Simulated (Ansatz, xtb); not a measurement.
System: CCl3, net charge 1, singlet state. 
Structure (B3LYP-D3(BJ)/def2-TZVP (Ansatz, a first-principles code) minimum search):
```
C
Cl 1 1.6512
Cl 1 1.6512 2 120.00
Cl 1 1.6512 2 120.00 3 180.00
```
Charge +1, spin multiplicity 1.

Harmonic wavenumbers from GFN2-xTB (xtb, at its own minimum), cm⁻¹: 269, 269, 445, 506, 822, 822.

Problem. Give the harmonic wavenumbers at B3LYP-D3(BJ)/def2-TZVP (Ansatz, finite differences of forces, unscaled).

Solution. 309, 309, 527, 541, 1028, 1028 cm⁻¹. Zero-point energy 5.3 kcal/mol.

Problem. From these and the geometry, give the ideal-gas thermochemistry at 298.15 K and 1 atm (rigid rotor, harmonic oscillator).

Solution. Point group D3h, rotational symmetry number 6. Rotational constants 3.486, 3.486, 1.743 GHz. S(trans) 40.22, S(rot) 23.56, S(vib) 4.06, S(elec, spin only) 0.00, S 67.8 cal/(mol K). H(298) - H(0) 3.18 kcal/mol; G - E(el) -11.7 kcal/mol.
